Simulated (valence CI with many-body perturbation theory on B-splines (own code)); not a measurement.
Pd39+: electric-dipole lines

Method: configuration interaction combined with many-body perturbation theory (CI+MBPT): five valence electrons over a frozen Dirac-Fock core [He], a basis of 9 s, 9 p, 8 d, 6 f, 3 g, 1 h functions for each j, with the one-electron correlation potential Σ1 (screened to all orders), the two-electron term Σ2, the three-electron term Σ3, Breit, model QED; selected single and double excitations, second order for the rest (own B-spline code, finite nucleus).

No measured spectrum was set against this ion. As an estimate, large intervals hold to a few tenths of a per cent, small ones and those within an open d or f shell to about a per cent. Among the levels kept, up to 1700 cm⁻¹ of a level comes from second order outside the variational space, and about a tenth of that is noise between levels of different J, which matters for small intervals.

Lines 201 to 232 of 232 in falling wavelength, among levels below 273.75 Ry, chosen from the strongest by gf and those to the six lowest levels. Wavelengths and rates use the calculated energies. Electric multipoles are in the length gauge, E1 and E2 with the static RPA response of the core. Weak lines are less certain than strong ones. Lines between different terms over intervals too small for the method are left out, as are lines whose strength nearly cancels. Where a level lies close to another of its J and parity, the split of strength between their lines is uncertain. The highest levels of a list are the least certain.

Levels are named by their leading jj configuration (3d3/2^4 stands for four electrons in 3d with j = 3/2), which in mixed levels can hold well under half, so a name can repeat and another be missing. Letters in brackets count levels of one name in rising energy.

```tsv
λ vac (nm)	Upper	Lower	A (s⁻¹)	S (a.u.)
0.3550	(2s 2p1/2^2 2p3/2 3p3/2) J=5/2 [a]	(2s^2 2p1/2 2p3/2^2) J=5/2	2.40e+11	3.18e-05
0.3544	(2s 2p1/2^2 2p3/2 3p1/2) J=1/2	(2s^2 2p1/2 2p3/2^2) J=3/2	5.28e+12	2.32e-04
0.3542	(2s 2p1/2^2 2p3/2 3p3/2) J=3/2 [a]	(2s^2 2p1/2 2p3/2^2) J=3/2	4.64e+12	4.07e-04
0.3541	(2s 2p1/2^2 2p3/2 3p1/2) J=3/2 [b]	(2s^2 2p1/2 2p3/2^2) J=3/2	3.91e+11	3.43e-05
0.3532	(2s 2p1/2^2 2p3/2 3p3/2) J=5/2 [a]	(2s^2 2p1/2 2p3/2^2) J=3/2	2.11e+12	2.76e-04
0.3525	(2s 2p1/2^2 2p3/2 3p3/2) J=3/2 [b]	(2s^2 2p1/2 2p3/2^2) J=1/2	1.01e+12	8.75e-05
0.3522	(2s 2p1/2^2 2p3/2 3p3/2) J=1/2 [b]	(2s^2 2p1/2 2p3/2^2) J=1/2	1.05e+12	4.53e-05
0.3491	(2s 2p1/2^2 2p3/2 3p3/2) J=5/2 [b]	(2s^2 2p1/2 2p3/2^2) J=3/2	2.25e+12	2.84e-04
0.3485	(2s^2 2p1/2 2p3/2 3d3/2) J=3/2 [a]	(2s^2 2p1/2^2 2p3/2) J=3/2	3.93e+13	3.29e-03
0.3484	(2s 2p1/2^2 2p3/2 3p3/2) J=3/2 [b]	(2s^2 2p1/2 2p3/2^2) J=3/2	8.21e+11	6.86e-05
0.3483	(2s^2 2p1/2 2p3/2 3d3/2) J=5/2	(2s^2 2p1/2^2 2p3/2) J=3/2	2.14e+13	2.68e-03
0.3482	(2s^2 2p1/2 2p3/2 3d3/2) J=1/2 [a]	(2s^2 2p1/2^2 2p3/2) J=3/2	5.43e+12	2.27e-04
0.3481	(2s 2p1/2^2 2p3/2 3p3/2) J=1/2 [b]	(2s^2 2p1/2 2p3/2^2) J=3/2	1.46e+12	6.10e-05
0.3470	(2s^2 2p3/2^2 3s) J=5/2 [a]	(2s^2 2p1/2^2 2p3/2) J=3/2	5.02e+13	6.22e-03
0.3467	(2s^2 2p3/2^2 3s) J=5/2 [b]	(2s^2 2p1/2^2 2p3/2) J=3/2	1.06e+14	1.30e-02
0.3466	(2s^2 2p1/2 2p3/2 3d5/2) J=3/2 [a]	(2s^2 2p1/2^2 2p3/2) J=3/2	2.73e+13	2.25e-03
0.3462	(2s^2 2p3/2^2 3s) J=3/2	(2s^2 2p1/2^2 2p3/2) J=3/2	4.69e+13	3.84e-03
0.3459	(2s^2 2p1/2 2p3/2 3d5/2) J=5/2 [a]	(2s^2 2p1/2^2 2p3/2) J=3/2	9.13e+13	1.12e-02
0.3458	(2s^2 2p1/2 2p3/2 3d3/2) J=3/2 [b]	(2s^2 2p1/2^2 2p3/2) J=3/2	1.51e+14	1.23e-02
0.3456	(2s^2 2p1/2 2p3/2 3d3/2) J=1/2 [b]	(2s^2 2p1/2^2 2p3/2) J=3/2	2.50e+14	1.02e-02
0.3447	(2s^2 2p1/2 2p3/2 3d5/2) J=5/2 [b]	(2s^2 2p1/2^2 2p3/2) J=3/2	1.81e+13	2.20e-03
0.3444	(2s 2p1/2^2 2p3/2 3p1/2) J=3/2 [a]	(2s^2 2p1/2^2 2p3/2) J=3/2	6.92e+11	5.58e-05
0.3443	(2s^2 2p1/2 2p3/2 3d5/2) J=3/2 [b]	(2s^2 2p1/2^2 2p3/2) J=3/2	2.39e+11	1.92e-05
0.3442	(2s^2 2p1/2 2p3/2 3d5/2) J=1/2	(2s^2 2p1/2^2 2p3/2) J=3/2	4.34e+12	1.75e-04
0.3441	(2s 2p1/2^2 2p3/2 3p1/2) J=5/2	(2s^2 2p1/2^2 2p3/2) J=3/2	1.28e+12	1.54e-04
0.3396	(2s 2p1/2^2 2p3/2 3p1/2) J=1/2	(2s^2 2p1/2^2 2p3/2) J=3/2	4.21e+12	1.63e-04
0.3394	(2s 2p1/2^2 2p3/2 3p3/2) J=3/2 [a]	(2s^2 2p1/2^2 2p3/2) J=3/2	1.35e+13	1.04e-03
0.3393	(2s 2p1/2^2 2p3/2 3p1/2) J=3/2 [b]	(2s^2 2p1/2^2 2p3/2) J=3/2	4.79e+13	3.70e-03
0.3386	(2s 2p1/2^2 2p3/2 3p3/2) J=5/2 [a]	(2s^2 2p1/2^2 2p3/2) J=3/2	4.33e+13	4.98e-03
0.3381	(2s 2p1/2^2 2p3/2 3p3/2) J=1/2 [a]	(2s^2 2p1/2^2 2p3/2) J=3/2	9.20e+13	3.51e-03
0.3348	(2s 2p1/2^2 2p3/2 3p3/2) J=5/2 [b]	(2s^2 2p1/2^2 2p3/2) J=3/2	2.81e+13	3.12e-03
0.3341	(2s 2p1/2^2 2p3/2 3p3/2) J=3/2 [b]	(2s^2 2p1/2^2 2p3/2) J=3/2	2.66e+13	1.96e-03
```
